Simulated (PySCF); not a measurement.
C6H10O (charge +1 and doublet state).
SMILES with atom numbers: `[CH3:1][O:2][CH+:3][C:4]1[CH2:5][CH2:6][CH2:7]1` (hydrogens: H8, H9, H10 on C1; H11 on C3; H12, H13 on C5; H14, H15 on C6; H16, H17 on C7)

Cartesian coordinates in Å at the GFN2-xTB level; atoms count from 1:
```
atom  x, y, z in Å
C1     3.1127    0.4675    0.4143
O2     1.7093    0.6190    0.3789
C3     0.9577   -0.3384   -0.0864
C4    -0.4121   -0.2028   -0.1228
C5    -1.3419    0.8742    0.2731
C6    -2.5123   -0.0137   -0.1692
C7    -1.4996   -1.0954   -0.5719
H8     3.4003   -0.3321    1.1042
H9     3.5118    0.2321   -0.5762
H10    3.5175    1.4157    0.7643
H11    1.4223   -1.2551   -0.4494
H12   -1.3118    1.1446    1.3318
H13   -1.2174    1.8126   -0.2737
H14   -3.1906   -0.3031    0.6300
H15   -3.1038    0.3866   -0.9890
H16   -1.5732   -2.0445   -0.0344
H17   -1.4759   -1.3550   -1.6335
```

The hyperfine couplings belong to this conformer and change with its torsions.

Method: UKS B3LYP, pcH-1 on C H O, non-relativistic, mean-field spin-orbit, GIAO (PySCF). The structure is a single GFN2-xTB conformer in the gas phase; no vibrational or solvent corrections. GFN2-xTB frequencies show an imaginary mode (110i cm⁻¹), so this geometry is no minimum at that level. A GFN2-xTB geometry isn't a minimum of the functional, and hyperfine couplings can be far from their values at a DFT geometry, by a factor of two or more for some ions and for spin on atoms past the first row. The SCF solution wasn't tested for stability.

The Mulliken spin populations are largest on C4 (+0.44), O2 (+0.24) and C3 (+0.23). Three atoms exceed +0.15.

Task: McConnell's relation a(H) = Q·ρ ties the coupling of a proton on a planar π carbon to the spin population of that carbon. What Q do the computed values give?

Result: 
```json
{"H": "H11", "C": "C3", "ρ(C)": "+0.233", "a(H) (G)": "-6.97", "a/ρ (G)": "-29.9"}
```

One proton gives one ratio, Q = -29.9 G, and no test of linearity. In every row coupling and population have opposite signs.

Task: How do the β-proton couplings of this frozen conformer go with θ, the angle between the C–H bond and the normal to the plane of the spin centre's three neighbours, both seen down the bond from centre to carbon?

Result: 
| β H | on | centre | θ (°) | cos²θ | a (G) |
| --- | --- | --- | --- | --- | --- |
| H12 | C5 | C4 | 29 | 0.76 | +31.00 |
| H13 | C5 | C4 | 28 | 0.78 | +31.29 |
| H16 | C7 | C4 | 29 | 0.77 | +33.66 |
| H17 | C7 | C4 | 28 | 0.78 | +34.33 |

Couplings in gauss use g_iso = 2.0038.

On an Arm Neoverse V2 with one thread, shared host, this took 70 s wall (grids of density and orbitals included) and 0.97 GiB of memory at its peak.
